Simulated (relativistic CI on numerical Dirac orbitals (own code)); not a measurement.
# Cr²⁺ in a cubic cluster: 2p photoemission with charge transfer

Computed with a charge-transfer multiplet model of a cubic metal-ligand cluster with up to one ligand hole, Slater and spin-orbit integrals from Dirac-Coulomb-Breit ions, Slater integrals scaled by 0.9. The ground state mixes d4 with configurations of k ligand holes L, whose averages lie at kΔ + k(k − 1)U_dd/2; a core hole lowers each added d electron by U_cd. 300 K, Lorentzian 0.6 eV and Gaussian 0.8 eV FWHM.

Atomic integrals in eV (Slater integrals scaled, ζ unscaled), ground: F2dd 8.634, F4dd 5.365, zeta_d 0.027; with the core hole: F2dd 10.375, F4dd 6.499, zeta_d 0.047, zeta_core 5.620, F2cd 5.906, G1cd 4.389, G3cd 2.492.

Cluster parameters (eV): Δ = 3.9, U_dd = 5.9, 10Dq = 0.45, 10Dq(ligand) = 0.6, V(eg) = 1.5, V(t2g) = -0.66, final-state hopping factor = 0.8.

Weights, n_d and S are thermal averages at 300 K. Binding energies count from the first peak over 30 % of the highest in each spectrum, which can be another peak from case to case. The parameters are a model scan and need not match a compound or its usual spin state. Peaks in eV (height, largest 100): 0.0 (100), 1.2 (89), 2.2 (73), 3.9 (80), 5.8 (90), 8.7 (56), 10.0 (58), 11.8 (71), 13.6 (43), 15.3 (40), 18.0 (28).

(1) Which parameters give this spectrum?
A. U_cd = 6.5 eV
B. U_cd = 8.3 eV
C. U_cd = 4.7 eV

Results:

(1) A. U_cd = 6.5 eV; the ground state then has 4.27 d electrons and S = 2.00. The choice follows from running the model for each set and comparing peak positions and heights. The space is cut while the next configuration still counts.
